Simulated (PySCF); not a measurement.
Isomers of C7H8O2, one GFN2-xTB conformer each. Single-point energies are computed at PBE0/pcSseg-1 (PySCF, gas phase, no added dispersion term), electronic only.

| SMILES | GFN2-xTB relative energy (kJ/mol) |
| --- | --- |
| CCC1C(=O)C=CC1=O | 82.2 |
| CCc1cccc(=O)o1 | 0.0 |
| CC#C/C=C(\C=O)CO | 265.2 |
| C=C1C[C@H](OC=O)C1=C | 162.0 |
| C=CCC1=COC=CO1 | 187.8 |
| O=C(O)[C@H]1C=CC=CC1 | 56.0 |
| C=C1C[C@H](C(=O)O)C1=C | 127.5 |
| C=C(C)C=C(C=O)C=O | 233.9 |
| CO[C@]12C=C[C@H](C=C1)O2 | 186.7 |
| O=C1C=C[C@H](C2CC2)O1 | 64.2 |

Conformers: `[CH3:1][CH2:2][CH:3]1[C:4](=[O:5])[CH:6]=[CH:7][C:8]1=[O:9]` with C1–C2–C3–C4 -72°; `[CH3:1][CH2:2][c:3]1[cH:4][cH:5][cH:6][c:7](=[O:8])[o:9]1` with C1–C2–C3–C4 -109°; `[CH3:1][C:2]#[C:3]/[CH:4]=[C:5](\[CH:6]=[O:7])[CH2:8][OH:9]` with C4–C5–C6–O7 -178°, C4–C5–C8–O9 131°, C5–C8–O9–H 55°; `[CH2:1]=[C:2]1[CH2:3][C@H:4]([O:5][CH:6]=[O:7])[C:8]1=[CH2:9]` with C3–C4–O5–C6 163°, C4–O5–C6–O7 0°; `[CH2:1]=[CH:2][CH2:3][C:4]1=[CH:5][O:6][CH:7]=[CH:8][O:9]1` with C1–C2–C3–C4 -122°, C2–C3–C4–C5 103°; `[O:1]=[C:2]([OH:3])[C@H:4]1[CH:5]=[CH:6][CH:7]=[CH:8][CH2:9]1` with O1–C2–O3–H 1°, O1–C2–C4–C5 -101°, C2–C4–C5–C6 146°, C5–C6–C7–C8 -11°, C7–C8–C9–C4 26°, C2–C4–C9–C8 -155°; `[CH2:1]=[C:2]1[CH2:3][C@H:4]([C:5](=[O:6])[OH:7])[C:8]1=[CH2:9]` with C3–C4–C5–O6 -8°, C4–C5–O7–H 177°; `[CH2:1]=[C:2]([CH3:3])[CH:4]=[C:5]([CH:6]=[O:7])[CH:8]=[O:9]` with C1–C2–C4–C5 172°, C4–C5–C6–O7 11°, C4–C5–C8–O9 152°; `[CH3:1][O:2][C@:3]12[CH:4]=[CH:5][C@H:6]([CH:7]=[CH:8]1)[O:9]2` with C1–O2–C3–C4 -64°; `[O:1]=[C:2]1[CH:3]=[CH:4][C@H:5]([CH:6]2[CH2:7][CH2:8]2)[O:9]1` with C4–C5–C6–C7 87°.

Question: What does PBE0/pcSseg-1 give for the same structures?

Answer: 
| SMILES | PBE0/pcSseg-1 E (Eh) | PBE0/pcSseg-1 (kJ/mol) | GFN2-xTB (kJ/mol) | point group |
| --- | --- | --- | --- | --- |
| CCc1cccc(=O)o1 | -421.47550 | 0.0 | 0.0 | C1 |
| O=C(O)[C@H]1C=CC=CC1 | -421.46591 | 25.2 | 56.0 | C1 |
| CCC1C(=O)C=CC1=O | -421.46169 | 36.3 | 82.2 | C1 |
| O=C1C=C[C@H](C2CC2)O1 | -421.44571 | 78.2 | 64.2 | C1 |
| C=C1C[C@H](C(=O)O)C1=C | -421.42963 | 120.4 | 127.5 | C1 |
| C=C(C)C=C(C=O)C=O | -421.41434 | 160.6 | 233.9 | C1 |
| C=C1C[C@H](OC=O)C1=C | -421.40757 | 178.4 | 162.0 | C1 |
| CC#C/C=C(\C=O)CO | -421.38193 | 245.7 | 265.2 | C1 |
| C=CCC1=COC=CO1 | -421.37722 | 258.0 | 187.8 | C1 |
| CO[C@]12C=C[C@H](C=C1)O2 | -421.36806 | 282.1 | 186.7 | C1 |

Both levels put the same isomer lowest; measured from each level's own lowest isomer, the values differ by up to 95.4 kJ/mol (CO[C@]12C=C[C@H](C=C1)O2: 186.7 against 282.1). 

Question: Which frontier levels, dipoles and rotational constants go with these structures?

Answer: 
| SMILES | HOMO (eV, PBE0/pcSseg-1) | LUMO (eV) | dipole (D) | A, B, C (MHz) |
| --- | --- | --- | --- | --- |
| CCc1cccc(=O)o1 | -6.81 | -1.67 | 4.89 | 2859, 1337, 975.4 |
| O=C(O)[C@H]1C=CC=CC1 | -6.41 | -0.96 | 1.39 | 3581, 1178, 987.7 |
| CCC1C(=O)C=CC1=O | -7.41 | -2.79 | 1.48 | 2255, 1648, 1027 |
| O=C1C=C[C@H](C2CC2)O1 | -7.90 | -1.33 | 5.20 | 4368, 1058, 903.3 |
| C=C1C[C@H](C(=O)O)C1=C | -6.83 | -1.27 | 1.53 | 3009, 1249, 1007 |
| C=C(C)C=C(C=O)C=O | -7.29 | -2.93 | 4.71 | 2224, 1188, 786.0 |
| C=C1C[C@H](OC=O)C1=C | -6.97 | -1.43 | 2.06 | 3723, 1083, 900.4 |
| CC#C/C=C(\C=O)CO | -7.30 | -2.42 | 4.92 | 3828, 730.8, 633.4 |
| C=CCC1=COC=CO1 | -5.49 | -0.17 | 0.25 | 3856, 1016, 899.6 |
| CO[C@]12C=C[C@H](C=C1)O2 | -6.57 | -0.83 | 1.67 | 3406, 1628, 1453 |

Question: As an exercise, what shares would exp(−E/RT) give at 1000 K from these electronic energies alone (no entropy, no degeneracies)?

Answer: RT = 8.314 kJ/mol: CCc1cccc(=O)o1 94.2 %, O=C(O)[C@H]1C=CC=CC1 4.6 %, CCC1C(=O)C=CC1=O 1.2 %, O=C1C=C[C@H](C2CC2)O1 under 0.1 %, C=C1C[C@H](C(=O)O)C1=C under 0.1 %, C=C(C)C=C(C=O)C=O under 0.1 %, C=C1C[C@H](OC=O)C1=C under 0.1 %, CC#C/C=C(\C=O)CO under 0.1 %, C=CCC1=COC=CO1 under 0.1 %, CO[C@]12C=C[C@H](C=C1)O2 under 0.1 %.
